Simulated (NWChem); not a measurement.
System: MgSiNH5; SMILES [NH2][Mg][SiH3]

The following NWChem deck was run.

```
start job
memory heap 200 mb stack 900 mb global 1100 mb
geometry units angstroms noautoz
  Mg    -0.191721     0.705903    -0.000533
  N     -0.211025     2.599076    -0.001396
  H     -0.241654     3.206846     0.812843
  H     -0.191250     3.206826    -0.815981
  Si    -0.168495    -1.868751     0.000556
  H     -0.495655    -2.452958    -1.345215
  H     -1.164607    -2.461954     0.957024
  H      1.164996    -2.445431     0.384819
end
basis spherical
  * library def2-svp
end
dft
  xc xpbe96 cpbe96
  iterations 150
  vectors input atomic output neutral.movecs
end
task dft energy
charge 1
dft
  odft
  mult 2
  vectors input atomic output cation.movecs
end
task dft energy
```

Structure relaxed at the PBE0/def2-SVP level.

Ions are spin-unrestricted doublets at the neutral geometry; other ion states weren't tried.

### Question
What results follow from this input? (PBE/def2-SVP, vertical spin-unrestricted ions.) Quantities: vertical ionisation energy, ΔSCF (eV); −ε(HOMO) (eV).

### Answer
| Property | Value |
|---|---|
| vertical ionisation energy, ΔSCF (eV) | 8.24 |
| −ε(HOMO) (eV) | 4.84 |
